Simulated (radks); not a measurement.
Results of a calculation; reference values are marked as such.
Orbital eigenvalues (eV) of neutral selenium, [Ar] 3d10 4s2 4p4, at several levels of relativity; Dirac values are averaged over j with weights 2j + 1. Spin-unpolarised spherical Kohn-Sham, PBEsol, point nucleus unless stated (finite: rms radius 4.14 fm), a radial shooting solver on a logarithmic mesh with Libxc functionals. A level marked "c x" has the speed of light scaled by that factor and shares open shells by 2j + 1; other Dirac levels either fill j = l - 1/2 first or share by 2j + 1.

\begin{tabular}{lrrrrr}
shell & non-rel. & scalar-rel., finite nucleus & Dirac, 2j+1 shares, finite nucleus & Dirac, c x 10 & change of magnitude, last against first (%) \\ \hline
1s & -12292 & -12495 & -12491 & -12294 & +0.02 \\
2s & -1560.7 & -1605.9 & -1605.2 & -1561.1 & +0.03 \\
2p & -1401.8 & -1412.9 & -1412.6 & -1401.9 & +0.01 \\
3s & -205.78 & -213.09 & -213.00 & -205.84 & +0.03 \\
3p & -151.16 & -152.76 & -152.75 & -151.18 & +0.01 \\
3d & -54.463 & -53.120 & -53.097 & -54.449 & -0.02 \\
4s & -16.722 & -17.292 & -17.287 & -16.727 & +0.03 \\
4p & -6.5455 & -6.5104 & -6.5134 & -6.5451 & -0.01 \\
\end{tabular}
